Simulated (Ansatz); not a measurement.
C2H7FOSSn, SMILES `C[O][Sn]([CH3])([F])[SH]`. The species carries charge 0 and has multiplicity 1. Sn: def2 effective core potential. The structure was optimised at the PBE0-D4/def2-TZVP level. It is one conformer, not always the lowest.

```xyz
13

C     1.421   -0.224   -1.631
O     0.656   -0.996   -0.731
Sn   -0.161   -0.167    0.834
C    -1.795    1.128    0.464
F     1.252    0.964    1.497
S    -0.521   -1.976    2.324
H     2.229    0.320   -1.130
H     0.807    0.500   -2.182
H     1.868   -0.906   -2.361
H    -2.140    1.544    1.409
H    -1.457    1.933   -0.189
H    -2.599    0.571   -0.014
H     0.440   -2.691    1.711
```

Task: What is the dipole moment at r2SCAN/def2-TZVPP? (Best estimate.)

Result: Ansatz gave: 2.60 D, with components (-2.02, 0.65, -1.51) D in this frame, pointing from negative to positive charge.

Task: And with PBE, B3LYP, ωB97M-V? (Estimate.)

Result: The calculation gave: PBE 2.53 D, B3LYP 2.62 D, ωB97M-V 2.60 D.

Task: Give the Mulliken charges with r2SCAN, ωB97M-V, PBE in def2-TZVPP. (Estimate.)

Result: Computed: 
```json
{"atom": "C1", "r2SCAN": "0.01", "ωB97M-V": "-0.18", "PBE": "-0.14"}
{"atom": "O2", "r2SCAN": "-0.55", "ωB97M-V": "-0.53", "PBE": "-0.48"}
{"atom": "Sn3", "r2SCAN": "1.20", "ωB97M-V": "1.16", "PBE": "1.14"}
{"atom": "C4", "r2SCAN": "-0.47", "ωB97M-V": "-0.60", "PBE": "-0.57"}
{"atom": "F5", "r2SCAN": "-0.49", "ωB97M-V": "-0.49", "PBE": "-0.45"}
{"atom": "S6", "r2SCAN": "-0.36", "ωB97M-V": "-0.33", "PBE": "-0.36"}
{"atom": "H7", "r2SCAN": "0.07", "ωB97M-V": "0.13", "PBE": "0.11"}
{"atom": "H8", "r2SCAN": "0.04", "ωB97M-V": "0.10", "PBE": "0.08"}
{"atom": "H9", "r2SCAN": "0.06", "ωB97M-V": "0.12", "PBE": "0.10"}
{"atom": "H10", "r2SCAN": "0.12", "ωB97M-V": "0.16", "PBE": "0.14"}
{"atom": "H11", "r2SCAN": "0.12", "ωB97M-V": "0.16", "PBE": "0.14"}
{"atom": "H12", "r2SCAN": "0.12", "ωB97M-V": "0.16", "PBE": "0.15"}
{"atom": "H13", "r2SCAN": "0.13", "ωB97M-V": "0.14", "PBE": "0.14"}
```

B3LYP here is the variant with VWN-RPA as its local correlation; programs differ in this.
